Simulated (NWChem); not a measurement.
Program: NWChem. System: F2Ge, charge 0, spin multiplicity 1, at a geometry optimised with PBE0/def2-SVP. The structure started from a generated list of species. Level: CR-CCSD(T)/def2-SVP, 11 core orbitals frozen.

Input file:

```
start mol
memory heap 100 mb stack 700 mb global 1900 mb
geometry units angstroms nocenter noautoz
  Ge     0.000000     0.000000    -0.415964
  F      1.310517     0.000000     0.739491
  F     -1.310517     0.000000     0.739491
  symmetry group C2v
end
basis spherical
  * library def2-svp
end
scf
  rhf
  nopen 0
  maxiter 100
  thresh 1e-7
  semidirect memsize 60000000 filesize 0
end
tce
  freeze core 11
  cr-ccsd(t)
  2eorb
  2emet 13
  thresh 1e-6
  maxiter 100
  tilesize 24
end
task tce energy
```

Output (cleaned and shortened):

```
             Northwest Computational Chemistry Package (NWChem) 7.3.0
             --------------------------------------------------------

                                NWChem Input Module
                                -------------------

 Scaling coordinates for geometry "geometry" by  1.889725989
 (inverse scale =  0.529177249)

 Turning off AUTOSYM since
 SYMMETRY directive was detected!

                             Geometry "geometry" -> ""
                             -------------------------

 Output coordinates in angstroms (scale by  1.889725989 to convert to a.u.)

  No.       Tag          Charge          X              Y              Z
 ---- ---------------- ---------- -------------- -------------- --------------
    1 Ge                  32.0000     0.00000000     0.00000000    -0.41596400
    2 F                    9.0000     1.31051700     0.00000000     0.73949100
    3 F                    9.0000    -1.31051700     0.00000000     0.73949100

 Effective nuclear repulsion energy (a.u.)     190.8126954100

            Nuclear Dipole moment (a.u.)
            ----------------------------
        X                 Y               Z
 ---------------- ---------------- ----------------
     0.0000000000     0.0000000000    -0.0000188973

      Symmetry information
      --------------------

 Group name             C2v
 Group number             16
 Group order               4
 No. of unique centers     2

      Symmetry unique atoms

     1    2


 Summary of "ao basis" -> "" (spherical)
 ------------------------------------------------------------------------------
       Tag                 Description            Shells   Functions and Types
 ---------------- ------------------------------  ------  ---------------------
 *                          def2-svp                  on all atoms

 Summary of "ao basis" -> "ao basis" (spherical)
 ------------------------------------------------------------------------------
       Tag                 Description            Shells   Functions and Types
 ---------------- ------------------------------  ------  ---------------------
 Ge                         def2-svp                12       32   5s4p3d
 F                          def2-svp                 6       14   3s2p1d

                                 NWChem SCF Module
                                 -----------------

  ao basis        = "ao basis"
  functions       =    60
  atoms           =     3
  closed shells   =    25
  open shells     =     0
  charge          =   0.00
  wavefunction    = RHF
  use symmetry    = T
  symmetry adapt  = T

 Summary of "ao basis" -> "ao basis" (spherical)
 ------------------------------------------------------------------------------
       Tag                 Description            Shells   Functions and Types
 ---------------- ------------------------------  ------  ---------------------
 Ge                         def2-svp                12       32   5s4p3d
 F                          def2-svp                 6       14   3s2p1d

      Symmetry analysis of basis
      --------------------------

        a1         25
        a2          7
        b1         17
        b2         11

 Forming initial guess at       0.0s

      Superposition of Atomic Density Guess
      -------------------------------------

 Sum of atomic energies:       -2273.62851310

      Non-variational initial energy
      ------------------------------

 Total energy =   -2273.599973
 1-e energy   =   -3553.720043
[...]
     9     -0.166492  1 Ge px

 Vector   28  Occ=0.000000D+00  E= 1.738334D-01  Symmetry=a1
              MO Center=  6.5D-15,  1.5D-15, -7.8D-02, r^2= 3.7D+00
   Bfn.  Coefficient  Atom+Function         Bfn.  Coefficient  Atom+Function
  ----- ------------  ---------------      ----- ------------  ---------------
    17      1.045686  1 Ge pz                 5      0.487549  1 Ge s
    35     -0.416582  2 F  s                 49     -0.416582  3 F  s
     4      0.214536  1 Ge s                 39      0.202876  2 F  px
    53     -0.202876  3 F  px                 3     -0.178941  1 Ge s
    36     -0.155455  2 F  px                50      0.155455  3 F  px

 center of mass
 --------------
 x =   0.00000000 y =   0.00000000 z =  -0.04475416

 moments of inertia (a.u.)
 ------------------
         119.652349524454           0.000000000000           0.000000000000
           0.000000000000         352.692103117600           0.000000000000
           0.000000000000           0.000000000000         233.039753593146

  Mulliken analysis of the total density
  --------------------------------------

    Atom       Charge   Shell Charges
 -----------   ------   -------------------------------------------------------
    1 Ge  32    30.91   2.00  2.00  2.00  1.31  0.48  6.00  5.98  0.67  0.31  8.17  1.80  0.21
    2 F    9     9.54   1.99  1.11  0.85  3.32  2.27  0.00
    3 F    9     9.54   1.99  1.11  0.85  3.32  2.27  0.00

       Multipole analysis of the density wrt the origin
       ------------------------------------------------

     L   x y z        total         open         nuclear
     -   - - -        -----         ----         -------
     0   0 0 0     -0.000000      0.000000     50.000000

     1   1 0 0     -0.000000      0.000000      0.000000
     1   0 1 0     -0.000000      0.000000      0.000000
     1   0 0 1     -1.094457      0.000000     -0.000019

     2   2 0 0    -23.284001      0.000000    110.396548
     2   1 1 0     -0.000000      0.000000      0.000000
     2   1 0 1     -0.000000      0.000000      0.000000
     2   0 2 0    -16.882043      0.000000      0.000000
     2   0 1 1      0.000000      0.000000      0.000000
     2   0 0 2    -21.357387      0.000000     54.923249

                   NWChem Extensible Many-Electron Theory Module
                   ---------------------------------------------


            General Information
            -------------------
      Number of processors :     1
         Wavefunction type : Restricted Hartree-Fock
          No. of electrons :    50
           Alpha electrons :    25
            Beta electrons :    25
           No. of orbitals :   120
            Alpha orbitals :    60
             Beta orbitals :    60
        Alpha frozen cores :    11
         Beta frozen cores :    11
     Alpha frozen virtuals :     0
      Beta frozen virtuals :     0
         Spin multiplicity : singlet
    Number of AO functions :    60
       Number of AO shells :    24
        Use of symmetry is : on
      Symmetry adaption is : on
         Schwarz screening : 0.10D-09

          Correlation Information
          -----------------------
          Calculation type : Coupled-cluster singles & doubles w/ perturbation
   Perturbative correction : Completely renormalized (T)
            Max iterations :      100
        Residual threshold : 0.10D-05
     T(0) DIIS level shift : 0.00D+00
     L(0) DIIS level shift : 0.00D+00
     T(1) DIIS level shift : 0.00D+00
     L(1) DIIS level shift : 0.00D+00
     T(R) DIIS level shift : 0.00D+00
     T(I) DIIS level shift : 0.00D+00
   CC-T/L Amplitude update :  5-th order DIIS
                I/O scheme : Global Array Library
        L-threshold :  0.10D-05
        EOM-threshold :  0.10D-05
 no EOMCCSD initial starts read in
 TCE RESTART OPTIONS
 SLICE:      F
 D4D5:       F
 quantumc:   F
 qrotation:  F
 pwtce:      F
 qducc:      F
 nacto:                         0
 nrotv:                         0
 nrot:                          0

            Memory Information
            ------------------
          Available GA space size is     249033200 doubles
          Available MA space size is     104853484 doubles

 Maximum block size supplied by input
 Maximum block size        24 doubles

 tile_dim =     13

 -------------------------------------------------

 Global array virtual files algorithm will be used

 Parallel file system coherency ......... OK

 4-electron integrals stored in orbital form

 v2    file size   =           323749
 4-index algorithm nr.  13 is used
 imaxsize =       30
 imaxsize ichop =        0


CCSD iterations
 ---------------------------------------------------------
 Iter          Residuum       Correlation     Cpu    Wall
 ---------------------------------------------------------
    1   0.1778901580115  -0.5802387232163     0.1     0.1
    2   0.0449150579851  -0.5692685137851     0.1     0.1
    3   0.0150161410340  -0.5790496943135     0.1     0.1
    4   0.0071884747609  -0.5795578189848     0.1     0.1
    5   0.0026983482800  -0.5806784679898     0.1     0.1
    6   0.0010553374976  -0.5809735725731     0.1     0.1
    7   0.0006510850403  -0.5809665684942     0.1     0.1
    8   0.0002590122499  -0.5809872126691     0.1     0.1
    9   0.0002022343724  -0.5809862679063     0.1     0.1
   10   0.0000839059690  -0.5809984268817     0.1     0.1
   11   0.0000216988145  -0.5810052632132     0.1     0.1
   12   0.0000107754823  -0.5810030123016     0.1     0.1
   13   0.0000056161973  -0.5810034336454     0.1     0.1
   14   0.0000035876956  -0.5810032102804     0.1     0.1
   15   0.0000019176003  -0.5810032859725     0.2     0.2
   16   0.0000004190071  -0.5810032271805     0.1     0.1
 -----------------------------------------------------------------
 Iterations converged
 CCSD correlation energy / hartree =        -0.581003227180477
 CCSD total energy / hartree       =     -2274.468316214002698

 Singles contributions

 Doubles contributions
 CR-CCSD(T)

 CR-CCSD[T]  correction energy / hartree =        -0.011912624281751
 CR-CCSD[T] correlation energy / hartree =        -0.592915851462228
 CR-CCSD[T] total energy / hartree       =     -2274.480228838284347
 CR-CCSD(T)  correction energy / hartree =        -0.009970636800601
 CR-CCSD(T) correlation energy / hartree =        -0.590973863981078
 CR-CCSD(T) total energy / hartree       =     -2274.478286850803215

 Task  times  cpu:        6.8s     wall:        6.8s

 Total times  cpu:        6.8s     wall:        6.8s
```
